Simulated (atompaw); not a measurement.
**Cutoff test, Eu, PAW (atompaw)**

europium, PAW, made with atompaw 4.2.0.5 (PBEsol, scalar-relativistic). Core [Kr] 4d10, reference 4f7 5s2 5p6 5d0 6s2 6p0. Waves: 5s (bound): rc 1.95 bohr; 6s (bound): rc 2.35 bohr; 5p (bound): rc 2.15 bohr; 6p (bound, empty): rc 2.55 bohr; 5d (bound, empty): rc 2.55 bohr; 5d channel at 3.25 Ry: rc 2.30 bohr; 4f (bound): rc 1.25 bohr; 4f channel at 4.15 Ry: rc 1.25 bohr. Local part: vpsmatchnc scheme with l = 4 at -0.5 Ry, radius 1.85 bohr. Core correction: smooth core density matched at 1.80 bohr. Augmentation charge: gaussian compensation charge, radius 2.50 bohr; PAW radius 2.55 bohr; waves and projectors: custom polynom vanderbiltortho.

The pseudo-atom Hamiltonian at the reference potential is diagonalised in spherical Bessel functions j_l(qr) that vanish at 20 bohr, with q² up to the cutoff. All-electron valence levels (Ry): 5s -3.2853, 6s -0.2677, 5p -1.7488, 6p -0.0867, 5d -0.1158, 4f -0.2027.

Problem. How do the lowest levels (Ry) of each channel move with the cutoff, and are there ghosts?

Solution.

```tsv
cutoff (Ry)	s #1	s #2	s #3	p #1	p #2	p #3	d #1	d #2	f #1	f #2	Σ f·Δε (mRy)
8	-3.2745	-0.2669	0.0043	-1.6171	-0.0845	0.0485	-0.1031	0.0520	0.0941	0.2046	2890.6
18	-3.2852	-0.2676	0.0042	-1.7483	-0.0866	0.0478	-0.1157	0.0505	0.0941	0.2045	2080.2
30	-3.2853	-0.2677	-0.0939	-1.7487	-0.0866	0.0478	-0.1158	0.0505	0.0940	0.2043	2077.3
50	-3.2854	-3.2110	-0.2676	-1.7488	-0.0866	0.0478	-0.1158	0.0504	-0.0246	0.0945	1246.7
70	-3.6604	-3.2853	-0.2676	-1.7488	-0.0866	0.0478	-0.1158	0.0504	-0.1882	0.0942	101.3
110	-3.7396	-3.2853	-0.2676	-1.7488	-0.0866	0.0478	-0.1158	0.0504	-0.1995	0.0942	22.2
160	-3.7420	-3.2853	-0.2676	-1.7488	-0.0866	0.0478	-0.1158	0.0504	-0.2023	0.0942	3.0
260	-3.7420	-3.2853	-0.2676	-1.7488	-0.0866	0.0478	-0.1158	0.0504	-0.2026	0.0942	0.3
400	-3.7420	-3.2853	-0.2676	-1.7488	-0.0866	0.0478	-0.1158	0.0504	-0.2027	0.0942	0.0
```

Result: ghost state, extra bound levels that the all-electron valence spectrum of the same l lacks: s at -50.9 eV (a true bound ghost makes a file unfit for plane-wave use); 10 mRy is reached at 140 Ry and 1 mRy at 200 Ry.
